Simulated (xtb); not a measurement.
Harmonic IR lines of one isomer of C₂H₅N, unscaled. Level of theory: GFN2-xTB run with xtb.

| wavenumber (cm⁻¹) | relative intensity |
|---|---|
| 670 | 7.7 |
| 951 | 13 |
| 1006 | 17 |
| 1047 | 6.7 |
| 1091 | 18 |
| 1223 | 33 |
| 1345 | 18 |
| 1382 | 16 |
| 1464 | 3.1 |
| 1470 | 7.7 |
| 1754 | 100 |
| 2995 | 20 |
| 3011 | 8.9 |
| 3021 | 4.8 |
| 3029 | 28 |
| 3302 | 16 |

Problem. Name which structure gives these lines.
(A) `C=CN`
(B) `[H]/N=C\C`
(C) `C=NC`

Solution. B, `[H]/N=C\C`
